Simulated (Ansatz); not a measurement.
`N=[CH][AlH][CH2][SiH3]` at its PBE0-D4/def2-TZVP geometry, where that method's forces vanish. Total charge 0; spin multiplicity 1.

```xyz
13

N     0.5759    2.3724    2.3593
C    -0.0557    1.8025    1.4067
Al    0.8708    0.6118    0.1271
C    -0.0204   -0.3044   -1.3397
Si   -0.8621   -1.8909   -0.8266
H     1.5702    2.1227    2.3440
H    -1.1292    2.0355    1.3764
H     2.4234    0.4593    0.4331
H    -0.7860    0.3519   -1.7704
H     0.7052   -0.5389   -2.1262
H    -1.9045   -1.6065    0.1989
H     0.1254   -2.8245   -0.2156
H    -1.5130   -2.5910   -1.9670
```

**Question.** What forces (eV/Å) does PBE-D4/def2-TZVPP give on these atoms in the Gaussian-basis code of Ansatz? (Estimate.)

**Answer.** The calculation gave: 
```
N1   0.036  0.447  0.600
C2  -0.229 -0.287 -0.445
Al3  0.002 -0.016 -0.020
C4   0.036  0.014  0.012
Si5 -0.007 -0.022  0.022
H6   0.385 -0.084  0.011
H7  -0.247  0.040 -0.027
H8   0.119 -0.009  0.034
H9  -0.137  0.121 -0.081
H10  0.128 -0.043 -0.154
H11 -0.105  0.020  0.101
H12  0.092 -0.098  0.060
H13 -0.073 -0.083 -0.114
```
